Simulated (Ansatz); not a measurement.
Geometry optimisation, RHF/def2-SVP in Ansatz 0.2.0.

input.yaml

```yaml
crystal:
  periodic: [false, false, false]
  atoms:
    - { symbol: B, position_ang: [0.0666, -1.4349, -0.7362] }
    - { symbol: Cl, position_ang: [1.8152, -0.7408, 0.3485] }
    - { symbol: Cl, position_ang: [0.6227, -2.1855, -2.1977] }
    - { symbol: Cl, position_ang: [-0.97, -2.2396, 0.3914] }
    - { symbol: H, position_ang: [-0.6081, 0.8136, -0.0707] }
    - { symbol: O, position_ang: [-0.6741, 0.0953, -1.1279] }
    - { symbol: H, position_ang: [0.867, 0.536, 1.095] }
    - { symbol: "N", position_ang: [-0.2098, 1.3188, 1.1013] }
    - { symbol: H, position_ang: [-0.149, 0.5022, -1.8216] }
    - { symbol: H, position_ang: [0.039, 2.2934, 1.1483] }
    - { symbol: H, position_ang: [-0.7994, 1.0415, 1.8695] }
basis:
  gaussian: { orbitals: def2-SVP }
hamiltonian:
  xc: hf
relax:
  f_tol: 0.15
  max_steps: 25
  restrain:
    - { distance: [0, 5], at: 2.8, k: 30.0 }
    - { distance: [4, 7], at: 2.32, k: 30.0 }
    - { distance: [6, 1], at: 2.63, k: 30.0 }
    - { distance: [0, 1], at: 1.86, k: 30.0 }
    - { distance: [4, 5], at: 0.97, k: 30.0 }
    - { distance: [6, 7], at: 1.02, k: 30.0 }
output:
  orbitals: {}
```

Run as:

```bash
$ ansatz run input.yaml --threads 2 --pin off --max-ram 3072MiB --backend cpu --events-out ev --progress --plain --runs-dir out
```

Where does it end, and by what steps?

The forces met the threshold. The restraints hold the end off the free minimum. After 9 steps the energy has fallen by 1.642 eV (the restraints' own energy left out); B1 moved furthest, 0.70 Å. Joined: H5–O6 (1.28 → 0.96 Å), H7–N8 (1.33 → 1.01 Å).

| step | energy less start (eV) | largest force component (eV/Å) | accepted |
| --- | --- | --- | --- |
| 0 | 0.0000 | 3.930 | yes |
| 1 | -0.7122 | 3.156 | yes |
| 2 | -0.9552 | 3.974 | yes |
| 3 | -1.0810 | 2.275 | yes |
| 4 | -1.2344 | 1.122 | yes |
| 5 | -1.2455 | 3.150 | yes |
| 6 | -1.6297 | 0.860 | yes |
| 7 | -1.6390 | 0.830 | yes |
| 8 | -1.6402 | 0.817 | yes |
| 9 | -1.6416 | 0.785 | yes |

```xyz
11
Properties=species:S:1:pos:R:3
B 0.478 -1.995 -0.621
Cl 1.857 -1.047 0.103
Cl 0.650 -2.625 -2.237
Cl -0.860 -2.445 0.404
H -0.828 0.885 -0.697
O -0.826 0.327 -1.475
H 0.598 0.856 1.421
N -0.150 1.537 1.417
H -0.360 0.819 -2.134
H 0.242 2.423 1.686
H -0.802 1.265 2.133
```

The run took 21 s on 2 threads of AMD EPYC 7B13 (Zen 3), on a shared host, peak memory 0.32 GiB.
